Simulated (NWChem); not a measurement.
All runs are NWChem calculations. System: H4PSi, charge 0, spin multiplicity 2, displaced from the optimised geometry. The structure started from a generated list of species. Its SCF solution wasn't tested for a lower state. Level: UB3LYP/def2-SVP, VWN1-RPA local correlation.

Output (cleaned and shortened):

```
             Northwest Computational Chemistry Package (NWChem) 7.3.0
             --------------------------------------------------------

                                NWChem Input Module
                                -------------------

 Scaling coordinates for geometry "geometry" by  1.889725989
 (inverse scale =  0.529177249)

 Turning off AUTOSYM since
 SYMMETRY directive was detected!

                             Geometry "geometry" -> ""
                             -------------------------

 Output coordinates in angstroms (scale by  1.889725989 to convert to a.u.)

  No.       Tag          Charge          X              Y              Z
 ---- ---------------- ---------- -------------- -------------- --------------
    1 Si                  14.0000    -0.43032800     1.09129600     0.00000000
    2 P                   15.0000     0.44457600    -1.05370300     0.00000000
    3 H                    1.0000     0.09776800     1.82523300     1.24940800
    4 H                    1.0000     0.09776800     1.82523300    -1.24940800
    5 H                    1.0000    -0.41978600    -1.56153100     1.07404900
    6 H                    1.0000    -0.41978600    -1.56153100    -1.07404900

 Effective nuclear repulsion energy (a.u.)      79.6105307799

            Nuclear Dipole moment (a.u.)
            ----------------------------
        X                 Y               Z
 ---------------- ---------------- ----------------
     0.0000226767     0.0000056692     0.0000000000

      Symmetry information
      --------------------

 Group name             Cs
 Group number              2
 Group order               2
 No. of unique centers     4

      Symmetry unique atoms

     1    2    3    5


 Summary of "ao basis" -> "" (spherical)
 ------------------------------------------------------------------------------
       Tag                 Description            Shells   Functions and Types
 ---------------- ------------------------------  ------  ---------------------
 *                          def2-svp                  on all atoms

                                 NWChem DFT Module
                                 -----------------

 Summary of "ao basis" -> "ao basis" (spherical)
 ------------------------------------------------------------------------------
       Tag                 Description            Shells   Functions and Types
 ---------------- ------------------------------  ------  ---------------------
[...]
     2   2 0 0    -23.165480    -25.343611    -18.994087     21.172218
     2   1 1 0      0.626480     23.549911     19.691732    -42.615163
     2   1 0 1     -0.000000     -0.000000     -0.000000      0.000000
     2   0 2 0    -22.135501    -94.766327    -87.592248    160.223074
     2   0 1 1     -0.000000     -0.000000     -0.000000      0.000000
     2   0 0 2    -21.515533    -21.354884    -19.548683     19.388034

            General Information
            -------------------
          SCF calculation type: DFT
          Wavefunction type:  spin polarized.
          No. of atoms     :     6
          No. of electrons :    33
           Alpha electrons :    17
            Beta electrons :    16
          Charge           :     0
          Spin multiplicity:     2
          Use of symmetry is: on ; symmetry adaption is: on
          Maximum number of iterations: 100
          AO basis - number of functions:    56
                     number of shells:    28
          Convergence on energy requested:  1.00D-06
          Convergence on density requested:  1.00D-05
          Convergence on gradient requested:  5.00D-04

              XC Information
              --------------
                         B3LYP Method XC Potential
                     Hartree-Fock (Exact) Exchange  0.200
                        Slater Exchange Functional  0.800 local
                    Becke 1988 Exchange Functional  0.720 non-local
              Lee-Yang-Parr Correlation Functional  0.810
                  VWN I RPA Correlation Functional  0.190 local

             Grid Information
             ----------------
          Grid used for XC integration:  medium
          Radial quadrature: Mura-Knowles
          Angular quadrature: Lebedev.
          Tag              B.-S. Rad. Rad. Pts. Rad. Cut. Ang. Pts.
          ---              ---------- --------- --------- ---------
          Si                  1.10       88           9.0       590
          P                   1.00       88          10.0       590
          H                   0.35       45          11.0       434
          Grid pruning is: on
          Number of quadrature shells:   266
          Spatial weights used:  Erf1

          Convergence Information
          -----------------------
          Convergence aids based upon iterative change in
          total energy or number of iterations.
          Levelshifting, if invoked, occurs when the
          HOMO/LUMO gap drops below (HL_TOL):  1.00D-02
          DIIS, if invoked, will attempt to extrapolate
          using up to (NFOCK): 10 stored Fock matrices.

                    Damping(40%)  Levelshifting(0.5)       DIIS
                  --------------- ------------------- ---------------
          dE  on:    start            ASAP                 N/A
          dE off:    2 iters        100 iters              N/A

      Screening Tolerance Information
      -------------------------------
          Density screening/tol_rho:  1.00D-10
          AO Gaussian exp screening on grid/accAOfunc:  14
          CD Gaussian exp screening on grid/accCDfunc:  20
          XC Gaussian exp screening on grid/accXCfunc:  20
          Schwarz screening/accCoul:  1.00D-08

                            NWChem DFT Gradient Module
                            --------------------------

  charge          =   0.00
  wavefunction    = open shell

  Using symmetry

                         DFT ENERGY GRADIENTS

    atom               coordinates                        gradient
                 x          y          z           x          y          z
   1 Si     -0.813202   2.062250   0.000000   -0.011040  -0.004383   0.000000
   2 P       0.840127  -1.991210   0.000000    0.019319   0.002702   0.000000
   3 H       0.184755   3.449190   2.361039    0.004154   0.006012   0.010596
   4 H       0.184755   3.449190  -2.361039    0.004154   0.006012  -0.010596
   5 H      -0.793281  -2.950866   2.029658   -0.008294  -0.005171   0.010377
   6 H      -0.793281  -2.950866  -2.029658   -0.008294  -0.005171  -0.010377

                 ----------------------------------------
                 |  Time  |  1-e(secs)   |  2-e(secs)   |
                 ----------------------------------------
                 |  CPU   |       0.00   |       1.34   |
                 ----------------------------------------
                 |  WALL  |       0.00   |       1.34   |
                 ----------------------------------------

 Task  times  cpu:       12.5s     wall:       12.5s

 Total times  cpu:       12.5s     wall:       12.5s
```

Task: Write an NWChem input that would produce this output.

Result: This is not unique; one that fits is 
```
start mol
memory heap 200 mb stack 900 mb global 1100 mb
geometry units angstroms nocenter noautoz
  Si    -0.430328     1.091296     0.000000
  P      0.444576    -1.053703     0.000000
  H      0.097768     1.825233     1.249408
  H      0.097768     1.825233    -1.249408
  H     -0.419786    -1.561531     1.074049
  H     -0.419786    -1.561531    -1.074049
  symmetry group Cs
end
basis spherical
  * library def2-svp
end
dft
  xc b3lyp
  odft
  mult 2
  semidirect memsize 60000000 filesize 0
  iterations 100
  convergence nodiis damp 40
end
task dft gradient
```
